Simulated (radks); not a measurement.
Initial-state core-level shifts of the titanium ion Ti2+ when its valence configuration changes from [Ar] 3d2. All-electron calculation, non-relativistic Kohn-Sham, PBE, spin-polarised, spherical densities, point nucleus; open shells are filled with parallel spins first. Program: a radial shooting solver on a logarithmic mesh with Libxc functionals. Shifts are changes of the shell-averaged eigenvalues in eV (positive: less bound); the change of the density at the nucleus, which sets a Mossbauer isomer shift, is in e/bohr^3, on a base of 7137.

| valence | 1s | 2s | 2p | 3p | density at nucleus |
|---|---|---|---|---|---|
| 3d1 4s1 | -6.742 | -7.792 | -7.700 | -6.125 | +6.6403 |
| 3d0.5 4s1.5 | -10.594 | -12.235 | -12.094 | -9.485 | +10.4711 |
| 3d1.5 4s0.5 | -3.230 | -3.728 | -3.683 | -2.978 | +3.1172 |
| 4s2 | -14.694 | -16.988 | -16.796 | -12.948 | +14.8715 |
| 4p2 | -16.602 | -18.941 | -18.732 | -14.796 | +3.6184 |
| 3d1.5 4p0.5 | -3.784 | -4.275 | -4.229 | -3.522 | +0.6999 |
| 3d0.5 4s1 4p0.5 | -11.044 | -12.701 | -12.555 | -9.924 | +7.8839 |
| 3d1 4p1 | -7.831 | -8.877 | -8.780 | -7.188 | +1.5372 |
| 4s0.5 4p1.5 | -16.084 | -18.415 | -18.211 | -14.301 | +6.4434 |
